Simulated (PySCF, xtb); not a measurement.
C₂H₃Cl₃, SMILES ClC(Cl)(C)Cl.

GFN2-xTB run with xtb at its own geometry gives an orbital gap of 5.69 eV and a dipole moment of 1.87 D.

Geometry: ωB97X-D3(BJ)/def2-SVP.

Question: What does PySCF with PBE/def2-TZVP give? (Estimate from the structure and the level; the computed values follow.)

Answer: gap 5.44 eV (levels -7.23 and -1.79 eV), dipole 1.72 D.
